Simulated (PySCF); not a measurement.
## Nonlinear optical response: SMILES n1c(C=S)nccc1, C5H4N2S

Cartesian coordinates in Å; atom numbers follow the order of the lines, from 1:
```xyz
12

S     3.421    0.779    0.174
C     2.301   -0.379    0.018
C     0.872   -0.140    0.007
N     0.100   -1.221   -0.131
C    -1.204   -1.031   -0.146
C    -1.769    0.233   -0.024
C    -0.877    1.290    0.115
N     0.427    1.109    0.129
H     2.589   -1.420   -0.089
H    -1.811   -1.921   -0.260
H    -2.835    0.385   -0.037
H    -1.213    2.314    0.217
```

The calculation used PySCF 2.14.0, quadratic response CAM-B3LYP/aug-cc-pVDZ first hyperpolarisability, Taylor convention, gas phase. Geometry: GFN2-xTB.

(1) What is the first hyperpolarisability, and how does it disperse?

Results:

(1) In au, Taylor convention; the vector part is βᵢ = ⅓ Σⱼ (βᵢⱼⱼ + βⱼᵢⱼ + βⱼⱼᵢ); β∥ is 3/5 of the vector part along the dipole, the dipole points from − to +:
```
          process  λ (nm)  β vector norm     β∥  β HRS  depolarisation ratio
  static β(0;0,0)       ∞          563.5  335.9  230.3                  5.23
Pockels β(−ω;ω,0)    1064          634.4  378.2      –                     –
```

Second harmonics within 0.3 eV of the first excitation or beyond it are left out.

Q: Which lowest excitations, dipole and polarisabilities go with it?

A: S1 1.80 eV (f = 0.000); S2 3.56 eV (f = 0.000); S3 4.42 eV (f = 0.003); dipole 4.28 D; isotropic α 96.0 au static, 97.8 au at 1064 nm.
